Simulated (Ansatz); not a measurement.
The first iterations of a band of CH10BNSSi2 (16 atoms, charge 0, multiplicity 1).

The calculation used RKS BHLYP-D4/6-31G* (Ansatz).

```json
{
  "movable images": "5",
  "climbing image": "yes",
  "spring": "5.0 eV/Å²",
  "optimiser": "quadratic models (default)",
  "start path": "through a guess of the saddle point",
  "force threshold": "0.05 eV/Å",
  "iteration limit": "58",
  "end points": "relaxed"
}
```

First end point:

```xyz
16
Properties=species:S:1:pos:R:3
C -1.404 -2.138 -1.878
S -1.019 -2.886 -0.258
Si -0.691 -1.123 0.919
Si 1.053 0.215 0.116
B 1.316 1.840 1.284
N 1.016 3.106 0.810
H -2.268 -1.485 -1.812
H -1.635 -2.953 -2.554
H -0.558 -1.587 -2.271
H -0.393 -1.628 2.276
H -1.942 -0.330 0.989
H 2.268 -0.632 0.051
H 0.720 0.604 -1.281
H 1.709 1.749 2.405
H 0.684 3.290 -0.118
H 1.120 3.936 1.365
```

Last end point:

```xyz
16
Properties=species:S:1:pos:R:3
C -1.443 -2.360 -1.807
S -0.716 -2.925 -0.230
Si -0.625 -1.065 0.834
Si 0.756 0.519 -0.197
B 0.660 2.300 0.747
N 1.739 2.768 1.477
H -2.411 -1.898 -1.648
H -1.574 -3.239 -2.427
H -0.787 -1.666 -2.319
H -0.107 -1.422 2.172
H -1.994 -0.521 1.000
H 2.134 -0.035 -0.198
H 0.332 0.630 -1.614
H -0.324 2.971 0.722
H 2.612 2.282 1.556
H 1.726 3.639 1.975
```

| iteration | highest image above the first end (eV) | largest band force component (eV/Å) |
| --- | --- | --- |
| 1 | 15.338 | 47.513 |
| 2 | 5.769 | 10.758 |
| 3 | 3.107 | 6.580 |
| 4 | 1.677 | 3.484 |
| 5 | 1.519 | 1.843 |
| 6 | 1.395 | 1.312 |
| 7 | 1.199 | 0.928 |
| 8 | 0.881 | 1.605 |

Problem. Does the band converge within its limit, and where does its top end?

Solution. The run converged. It ended after 24 iterations with the highest image 0.060 eV above the first end. A vibrational analysis at the climbing image gives one clearly imaginary mode, 79i cm⁻¹: a first-order saddle point.

The run took 10 min on 2 threads of Arm Neoverse V1 (shared host), peak memory 0.34 GiB.
